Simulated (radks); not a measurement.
Species: Be3+. Configuration: 1s1.

All-electron calculation, Dirac Kohn-Sham, PBE, spin-unpolarised, spherical densities, finite nucleus; Fermi nuclear charge, rms radius 2.519 fm. Program: a radial shooting solver on a logarithmic mesh with Libxc functionals.

Energy parts (eV):
| part | energy |
|---|---|
| total | -211.907 |
| kinetic | 211.561 |
| electron-nucleus | -429.212 |
| Hartree | 33.361 |
| exchange-correlation | -27.616 |

Orbitals (lengths in bohr, moments of r in powers of bohr; r(max) is where P^2 peaks):
\begin{tabular}{lrrr}
orbital & occ. & eigenvalue (eV) & r(max) \\ \hline
1s1/2 & 1 & -185.9239 & 0.2515 \\
\end{tabular}

The highest occupied level is 1s1/2 at -185.92 eV. The electron density at the nucleus is 20.15 e/bohr^3. Summed over all electrons, <r^2> = 0.1973 bohr^2, which gives a Langevin (diamagnetic) susceptibility term of -0.156 x 10^-6 cm^3/mol.
